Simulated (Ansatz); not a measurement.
Name a neutral molecule of B, C, O, Si and H with LUMO energy (B3LYP/def2-TZVPP) between -2.40 and -2.10 eV and LUMO energy (PBE/def2-TZVPP) between -3.00 and -2.70 eV (Ansatz, PBE0-D4/def2-TZVP geometry).

`OBCB[SiH3]` (-2.11 eV, -2.87 eV); `BC(B)O[SiH3]` (-2.20 eV, -2.98 eV); `B/C(O)=C(/O)[SiH3]` (-2.11 eV, -2.77 eV); `CB[SiH](O)[SiH3]` (-2.17 eV, -2.90 eV). Other molecules can fit too; these were computed, each in one conformer that needn't be the lowest.

B3LYP here is the variant with VWN-RPA as its local correlation; programs differ in this.
